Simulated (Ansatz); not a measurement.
Stepwise reaction of `[CH3][Ge]([F])([F])[SiH3]` with hydrogen chloride, as a gas-phase model of exchange steps in deposition or etching. ΔE in kJ/mol.

Program: Ansatz. Geometries: PBE0-D4/def2-TZVP. ΔE: electronic, gas phase. CCSD(T)/CBS is the MP2 limit (def2-TZVPP, def2-QZVPP) plus CCSD(T) − MP2 in def2-TZVPP, frozen cores. This one scheme is used for every species. Functionals use def2-TZVPP. B3LYP here is the variant with VWN-RPA as its local correlation; programs differ in this. For Ge outer-core shells are correlated without core-valence functions, which leaves a few kJ/mol of doubt a bond. Scalar relativity is left out up to krypton.

| step | reaction | PBE-D4 | B3LYP-D4 | ωB97M-V | CCSD(T)/CBS |
| --- | --- | --- | --- | --- | --- |
| 1 | `[CH3][Ge]([F])([F])[SiH3]` + HCl → `[CH3][Ge]([F])([SiH3])[Cl]` + H–F | -12.6 | -8.9 | -8.8 | -13.7 |
| 2 | `[CH3][Ge]([F])([SiH3])[Cl]` + HCl → `[CH3][Ge]([SiH3])([Cl])[Cl]` + H–F | -15.0 | -12.0 | -11.7 | -17.4 |

(1) By hand: ΔE of the 2 steps together at CCSD(T)/CBS.

Answers

(1) (-13.7) + (-17.4) = -31.1 kJ/mol, or -15.5 kJ/mol a step.

In ΔE the steps differ by no more than 3.7 kJ/mol. All are downhill at CCSD(T)/CBS. PBE-D4 differs from CCSD(T)/CBS by 1.1 to 2.4 kJ/mol a step. Isolated molecules leave out the surface, adducts and barriers. Largest T1 diagnostic: 0.012.
